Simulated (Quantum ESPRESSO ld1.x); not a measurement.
Values are calculated unless marked as measured or tabulated.
Task: The table gives one normalised radial function P(r) = r R(r) (large component) of Sn+ in [Kr] 4d10 5s2 5p1 (r in bohr). Level of theory: Dirac Kohn-Sham, rPW86 exchange with PBE correlation, spin-unpolarised, spherical densities, point nucleus; open shells are shared between the two j in proportion to 2j + 1 (ld1.x of Quantum ESPRESSO 7.5).

r           P
0.002772   0.0001
0.003727   0.0001
0.004972   0.0002
0.006631   0.0005
0.008915   0.0011
0.01189    0.0023
0.01599    0.0051
0.02132    0.0108
0.02844    0.0222
0.03823    0.0453
0.051      0.0865
0.06856    0.1584
0.09144    0.2634
0.122      0.3943
0.164      0.5137
0.2187     0.5355
0.2917     0.3713
0.3922    -0.0251
0.5231    -0.5275
0.7033    -0.9364
0.938     -1.0333
1.251     -0.8399
1.682     -0.5202
2.243     -0.2506
2.992     -0.0887
4.023     -0.0201
5.365     -0.0027
7.214     -0.0002
9.621     0.0000

Which n and l does it have? It may be an empty orbital.

Result: n = 4, l = 2: the number of nodes gives n - l - 1 = 1, the rise at small r points to l (for j = l - 1/2 the large component starts as r^gamma with gamma = sqrt(l^2 - (Z/c)^2) = 1.97 and the r^(l+1) term takes over further out; the orbital of l - 1 with the same j starts with the same power, but with a larger coefficient, and does not steepen), and the extent must fit the shell. The curve is that of 4d3/2; the two j differ most near the nucleus, where j = l - 1/2 has the larger amplitude, and in heavy atoms j = l - 1/2 is also the more compact. 4d3/2: eigenvalue -34.405 eV, 1 radial node at r = 0.386 bohr, <r> = 1.09 bohr, 90 % of the charge inside 1.69 bohr.
